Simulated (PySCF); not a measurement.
## Molecular orbitals of RuO

PBEsol at R = 1.691 Å; Ru def2-TZVPP with ECP28, O def2-TZVPP; scalar-relativistic core potentials (PySCF 2.14). State: ⁵Δ (quintet), unpaired electrons σ ↑, π ↑↑, δ ↑. Only the outer orbitals are listed, counted within each symmetry, core potentials removing the inner ones.

```json
{"spin": "α", "orbital": "5σ", "occ.": "1", "ε (eV)": "-10.08", "on Ru (%)": "38", "main shells (%)": "55 O p, 36 Ru d"}
{"spin": "α", "orbital": "2π", "occ.": "1", "ε (eV)": "-9.60", "on Ru (%)": "46", "main shells (%)": "54 O p, 45 Ru d"}
{"spin": "α", "orbital": "2π", "occ.": "1", "ε (eV)": "-9.60", "on Ru (%)": "46", "main shells (%)": "54 O p, 45 Ru d"}
{"spin": "α", "orbital": "1δ", "occ.": "1", "ε (eV)": "-7.14", "on Ru (%)": "100", "main shells (%)": "100 Ru d"}
{"spin": "α", "orbital": "1δ", "occ.": "1", "ε (eV)": "-6.36", "on Ru (%)": "100", "main shells (%)": "100 Ru d"}
{"spin": "α", "orbital": "6σ", "occ.": "1", "ε (eV)": "-5.61", "on Ru (%)": "87", "main shells (%)": "62 Ru s, 24 Ru d, 12 O p"}
{"spin": "α", "orbital": "3π", "occ.": "1", "ε (eV)": "-5.23", "on Ru (%)": "60", "main shells (%)": "52 Ru d, 40 O p"}
{"spin": "α", "orbital": "3π", "occ.": "1", "ε (eV)": "-5.23", "on Ru (%)": "60", "main shells (%)": "52 Ru d, 40 O p"}
{"spin": "α", "orbital": "7σ", "occ.": "0", "ε (eV)": "-3.04", "on Ru (%)": "77", "main shells (%)": "28 Ru p, 26 Ru d, 23 Ru s"}
{"spin": "α", "orbital": "4π", "occ.": "0", "ε (eV)": "-0.74", "on Ru (%)": "98", "main shells (%)": "94 Ru p"}
{"spin": "α", "orbital": "4π", "occ.": "0", "ε (eV)": "-0.74", "on Ru (%)": "98", "main shells (%)": "94 Ru p"}
{"spin": "β", "orbital": "5σ", "occ.": "1", "ε (eV)": "-9.20", "on Ru (%)": "31", "main shells (%)": "61 O p, 29 Ru d"}
{"spin": "β", "orbital": "2π", "occ.": "1", "ε (eV)": "-8.22", "on Ru (%)": "38", "main shells (%)": "62 O p, 36 Ru d"}
{"spin": "β", "orbital": "2π", "occ.": "1", "ε (eV)": "-8.22", "on Ru (%)": "38", "main shells (%)": "62 O p, 36 Ru d"}
{"spin": "β", "orbital": "1δ", "occ.": "1", "ε (eV)": "-5.05", "on Ru (%)": "100", "main shells (%)": "100 Ru d"}
{"spin": "β", "orbital": "1δ", "occ.": "0", "ε (eV)": "-4.28", "on Ru (%)": "100", "main shells (%)": "100 Ru d"}
{"spin": "β", "orbital": "6σ", "occ.": "0", "ε (eV)": "-3.89", "on Ru (%)": "89", "main shells (%)": "61 Ru s, 27 Ru d, 11 O p"}
{"spin": "β", "orbital": "3π", "occ.": "0", "ε (eV)": "-3.32", "on Ru (%)": "69", "main shells (%)": "61 Ru d, 31 O p"}
```

Which are the highest filled and the lowest empty level, where do they sit, and how wide is the gap?

Highest filled β 1δ at -5.05 eV (in %: 100 Ru d); lowest empty β 1δ at -4.28 eV (in %: 100 Ru d); the gap at PBEsol is 0.77 eV. Both belong to one degenerate shell, split only by its one-sided filling, so this is no excitation gap.

| Property | Result |
| --- | --- |
| bond order (Mayer) | 2.17 |
| ⟨S²⟩ | 6.004 |
| charge on Ru (Mulliken, basis-dependent) | 0.43 |
| charge on Ru (Löwdin, basis-dependent) | 0.17 |
| dipole moment (positive dipole means Ru(−)O(+)) | -3.12 D |

Spin–orbit coupling is left out. With d or f electrons several states lie close, and the lowest PBE0 determinant need not be the measured ground state.
